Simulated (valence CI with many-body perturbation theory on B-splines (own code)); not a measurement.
Results of a calculation; reference values are marked as such.
## Sensitivity of CI+MBPT for Mn11+

Level of theory: valence CI with perturbative core correlation (CI+MBPT): four valence electrons over a frozen Dirac-Fock core [Ne], radial functions for each j: 6 s, 6 p, 5 d, 3 f, 1 g, with the one-electron correlation potential Σ1, the two-electron term Σ2, the three-electron term Σ3, Breit, model QED; selected CI, second order for the rest, scaled by the run's own slope (own B-spline code, finite nucleus).

No measured spectrum was set against this ion. As an estimate, levels of excited configurations hold to 0.05 to 0.15 % of their energy, terms of the ground configuration to about 0.5 %.

The reference run has the lowest level 3s²3p² ³P_0 and an ionisation energy of 313.208 eV. Its largest variational space holds 9996 state functions.

Names give the largest LS component (configuration and term), which can be under half, so a name can repeat, a term be missing and a line seem to break the LS rules; names also repeat where a configuration has a term twice.

Changed runs:
A. Breit term on → off; highest l with Σ1, explicit Σ2 and valence Breit (higher l get mean screening factors) 3 → 2
B. screening of Σ1 on → off
C. size limit of the variational space 10000 → 3000; selection threshold (hartree) 2e-08 → 1e-05; second order for the rest on → off
D. start configuration 3s2 3p2 → 3s2 4p2 (bad on purpose)

Excitation energies of the reference run in cm⁻¹, and shifts in cm⁻¹:

| Level | Reference | A | B | C |
| --- | --- | --- | --- | --- |
| 3s²3p² ³P_1 | 7216 | +247 | +0.2 | +783 |
| 3s²3p² ³P_2 | 15042 | +471 | +0.4 | +569 |
| 3s²3p² ¹D_2 | 42420 | +547 | +0.9 | +732 |
| 3s²3p² ¹S_0 | 83334 | +520 | +0.6 | +25 |
| 3s3p³ ⁵S°_2 | 195635 | +220 | -19 | +129 |
| 3s3p³ ³D°_1 | 264407 | +237 | -11 | +321 |
| 3s3p³ ³D°_2 | 264533 | +261 | -11 | +530 |
| 3s3p³ ³D°_3 | 266597 | +457 | -11 | +1090 |
| 3s3p³ ³P°_0 | 303239 | +303 | -11 | +343 |
| 3s3p³ ³P°_1 | 303735 | +388 | -11 | +431 |
| 3s3p³ ³P°_2 | 304174 | +442 | -10 | +745 |
| 3s3p³ ¹D°_2 | 334103 | +702 | +8.6 | +885 |
| Ionisation energy (eV) | 313.208 | +0.105 | +0.008 | -0.012 |

Run D: It gave no result: the start configuration must fill the lowest shells above the core. The program said: "4p is not the lowest shell of its kind above the core".
